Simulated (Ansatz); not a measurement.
All values below come from Ansatz (an electronic-structure program) with frozen-core CCSD(T)/def2-TZVPP // r2SCAN-D4/def2-TZVP.

Ansatz 0.2 input:
```yaml
crystal:
  periodic: [false, false, false]
  atoms:
    - { symbol: O, position_ang: [1.749956, -0.423617, -1.02855] }
    - { symbol: C, position_ang: [1.141186, 0.044881, -0.09494] }
    - { symbol: Si, position_ang: [-0.78151, -0.019376, 0.051595] }
    - { symbol: H, position_ang: [1.708001, 0.544585, 0.733551] }
    - { symbol: H, position_ang: [-1.28389, 1.376344, 0.144172] }
    - { symbol: H, position_ang: [-1.347192, -0.716783, -1.124388] }
    - { symbol: H, position_ang: [-1.125456, -0.724209, 1.314073] }
basis:
  gaussian: { orbitals: def2-TZVPP }
correlation:
  method: ccsd_t
```

Output:

```
Functional definition: HF
944 factors; integrals over basis functions are off by at most 1.0e-3 eV
mean field evaluation 1: about -10991.0132 eV, gradient 3.4e1 eV
mean field evaluation 2: about -10991.0166 eV, gradient 3.4e1 eV
mean field evaluation 4: about -10993.7997 eV, gradient 3.4e0 eV
mean field evaluation 8: about -10993.8690 eV, gradient 2.0e-1 eV
mean field evaluation 16: about -10993.8603 eV, gradient 8.8e-1 eV
mean field -10993.86927249 eV, -404.0172438517 hartree, gradient 3.0e-6 eV, S^2 0.000000; 0 other end points of the search recorded, 0 dependent functions left out
7 core orbitals not correlated
reference -10993.86927249 eV, -404.0172438517 hartree; 9, 9 occupied and 144, 144 virtual orbitals, 944 factors
second order -13.98936098 eV of doubles, -0.00000000 eV of singles
cycle   1  -14.23882615 eV  change   -2.5e-1 eV  update   1.0e-1
cycle   2  -14.68855308 eV  change   -4.5e-1 eV  update   3.3e-2
cycle   3  -14.81467014 eV  change   -1.3e-1 eV  update   1.8e-2
cycle   4  -14.80235759 eV  change    1.2e-2 eV  update   4.5e-3
cycle   5  -14.80269721 eV  change   -3.4e-4 eV  update   2.1e-3
cycle   6  -14.80345499 eV  change   -7.6e-4 eV  update   6.1e-4
cycle   7  -14.80316185 eV  change    2.9e-4 eV  update   2.6e-4
cycle   8  -14.80310983 eV  change    5.2e-5 eV  update   8.3e-5
cycle   9  -14.80313461 eV  change   -2.5e-5 eV  update   3.9e-5
cycle  10  -14.80312563 eV  change    9.0e-6 eV  update   1.3e-5
perturbative correction -0.59685311 eV, -0.0219339472 hartree
Total energy: -11009.26925122 eV, -404.5831826317 hartree
```

Cost: very roughly 40 core-seconds.
